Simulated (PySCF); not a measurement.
**Gas-phase XPS of `C[SiH2]/C=C/[SiH2]N(C)C`, computed**

Compound: C5H15NSi2.
Numbering: `[CH3:1][SiH2:2]/[CH:3]=[CH:4]/[SiH2:5][N:6]([CH3:7])[CH3:8]`

Method used: delta-SCF UKS SCAN, pcX-2 on the ionised atom, pcseg-1 elsewhere, spin-free X2C in PySCF. Vertical ΔSCF values, vacuum level as zero.

Q: What binding energy does each computed site have?

A: 
```csv
atom(s),bonded to,level,binding energy (eV),2p1/2 (eV),above the level's lowest (eV),count
Si2,2 C and 2 H,Si 2p3/2,106.24,106.86,0.00,1
Si5,"N, C and 2 H",Si 2p3/2,106.29,106.92,+0.05,1
C4,"C (double bond), H and Si",C 1s,289.72,–,0.00,1
C3,"C (double bond), H and Si",C 1s,289.82,–,+0.10,1
C1,3 H and Si,C 1s,290.12,–,+0.40,1
C7/C8,N and 3 H,C 1s,291.34,–,+1.62,2
N6,2 C and Si,N 1s,404.04,–,0.00,1
Si2,2 C and 2 H,Si 1s,1846.03,–,0.00,1
Si5,"N, C and 2 H",Si 1s,1846.17,–,+0.14,1
```

Lowest listed C 1s: C4, bonded to C (double bond), H and Si. Highest, 1.62 eV above it: C7/C8, bonded to N and 3 H. The widest gap between neighbouring values is 1.22 eV, between 290.12 and 291.34 eV. Summing the Pauling electronegativity differences to the bonded atoms, each weighted by its formal bond order, gives -1.00 for the lowest site and -0.56 for the highest; no listed site has a larger sum than the highest. The smallest sum, -1.70, belongs to C1, 0.40 eV above the lowest.

The 2 Si 1s values lie within 0.14 eV of each other; Gaussian lines of 0.5 eV full width would blend them into one maximum.

The 2 Si 2p3/2 values lie within 0.05 eV of each other.

Q: Give the binding energy of Si 1s of Si2 in hartree and in kJ/mol.

A: 1846.03 eV = 67.8404 Eh = 178115 kJ/mol.

Topologically equivalent atoms share the value of their first member; where this conformer doesn't relate them by symmetry, their own values could differ. Spin–orbit and ligand-field terms were added within each 2p shell after the spin-free SCF. 2p1/2 minus 2p3/2 (ligand field included): Si 0.62 eV. Isolated species at its PBE0-D3(BJ)/def2-SVP geometry (one conformer only).

Hardware: one thread of an Arm Neoverse V1, no GPU, on a shared host. Cost: 2.8 min wall, 0.73 GiB resident at most.

Shape of the structure used: `[CH3:1][SiH2:2]/[CH:3]=[CH:4]/[SiH2:5][N:6]([CH3:7])[CH3:8]`: C1–Si2–C3–C4 -119°, C3–C4–Si5–N6 123°, C4–Si5–N6–C7 150°.
